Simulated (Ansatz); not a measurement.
`[OH][Mg][O][SiH3]`, 8 atoms. Total charge 0; spin multiplicity 1. Correlated methods include outer-core shells of Mg, which these sets cover unevenly. All runs use 4 threads of an Arm Neoverse V1 on a shared host. Correlated methods freeze the cores. Open-shell runs search over several starts.

(1) Give the basis size and wall time and peak host memory of each of these runs in Ansatz. RHF-CCSD(T)/def2-SVP energy; direct RPA on PBE orbitals/def2-TZVPP energy; RKS PBE0-D4/def2-TZVP relaxation (13 steps); RKS PBE0-D4/def2-TZVP frequencies; RKS PBE0-D4/def2-QZVPP energy; UKS ωB97X-V/def2-TZVPP energy of the cation; UHF-CCSD(T)/def2-TZVPP energy of the cation; RKS ωB97M-V/def2-SVP energy; UKS PBE0-D4/def2-TZVPP energy of the cation; UKS PBE-D4/def2-TZVPP energy of the cation; RHF-CCSD(T)/def2-TZVPP energy; UKS B2PLYP (frozen core)/def2-TZVPP energy of the cation. (An estimate is asked.)

Answers

(1) The calculation gave: Other jobs shared the machine, so times are rough.

| level | job | functions | wall time | peak host memory (GiB) |
| --- | --- | --- | --- | --- |
| RHF-CCSD(T)/def2-SVP | energy | 84 | 2.2 s | 0.37 |
| RKS ωB97M-V/def2-SVP | energy | 84 | 3.8 s | 0.37 |
| direct RPA on PBE orbitals/def2-TZVPP | energy | 192 | 3.9 s | 0.37 |
| RKS PBE0-D4/def2-QZVPP | energy | 367 | 4.2 s | 0.95 |
| RKS PBE0-D4/def2-TZVP | relaxation (13 steps) | 155 | 23 s | 0.32 |
| UKS PBE-D4/def2-TZVPP | energy of the cation | 192 | 29 s | 0.49 |
| UKS PBE0-D4/def2-TZVPP | energy of the cation | 192 | 33 s | 0.71 |
| UKS B2PLYP (frozen core)/def2-TZVPP | energy of the cation | 192 | 44 s | 0.63 |
| RHF-CCSD(T)/def2-TZVPP | energy | 192 | 52 s | 2.3 |
| RKS PBE0-D4/def2-TZVP | frequencies | 155 | 53 s | 0.37 |
| UKS ωB97X-V/def2-TZVPP | energy of the cation | 192 | 110 s | 0.89 |
| UHF-CCSD(T)/def2-TZVPP | energy of the cation | 192 | 5.2 min | 6.1 |
